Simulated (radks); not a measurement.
Values are calculated unless marked as measured or tabulated.
Species: Ti14+. Configuration: [He] 2s2 2p4. Code: a radial shooting solver on a logarithmic mesh with Libxc functionals. Model: non-relativistic Kohn-Sham, PBE, spin-polarised, spherical densities, point nucleus; open shells are filled with parallel spins first.

Radial electron density D(r) = 4 pi r^2 rho(r):

r (bohr),D(r) (e/bohr),spin D(r)
0.004521,1.503,-0.000196
0.005016,1.811,-0.000208
0.005521,2.145,-0.000208
0.006078,2.537,-0.000190
0.00669,2.992,-0.000142
0.007364,3.519,-0.0000482
0.008106,4.127,0.000116
0.008995,4.886,0.000416
0.009901,5.689,0.000860
0.0109,6.597,0.00154
0.012,7.617,0.00257
0.01321,8.751,0.00409
0.01465,10.11,0.00654
0.01613,11.48,0.00986
0.01775,12.95,0.0146
0.01954,14.51,0.0214
0.02151,16.13,0.0309
0.02387,17.91,0.0456
0.02628,19.54,0.0646
0.02892,21.10,0.0908
0.03184,22.52,0.126
0.03505,23.74,0.175
0.03889,24.77,0.246
0.0428,25.37,0.334
0.04712,25.59,0.449
0.05186,25.39,0.598
0.05709,24.78,0.789
0.06284,23.78,1.03
0.06973,22.35,1.36
0.07676,20.82,1.72
0.08449,19.25,2.16
0.093,17.80,2.67
0.1024,16.64,3.25
0.1136,15.87,3.94
0.125,15.71,4.62
0.1376,16.09,5.29
0.1515,16.93,5.93
0.1668,18.08,6.48
0.1851,19.39,6.91
0.2037,20.36,7.10
0.2242,20.85,7.06
0.2468,20.63,6.77
0.2717,19.61,6.23
0.3015,17.63,5.43
0.3318,15.17,4.55
0.3653,12.35,3.62
0.4021,9.466,2.71
0.4426,6.800,1.91
0.4872,4.552,1.26
0.5406,2.702,0.735
0.595,1.529,0.411
0.655,0.7885,0.210
0.721,0.3671,0.0969
0.7936,0.1528,0.0401
0.8806,0.05138,0.0134
0.9694,0.01631,0.00425
1.067,0.004457,0.00116

D(r) has 2 maxima, at r = 0.0471, 0.230 bohr, and minima at 0.123 bohr, inside which lie 2.23 electrons.
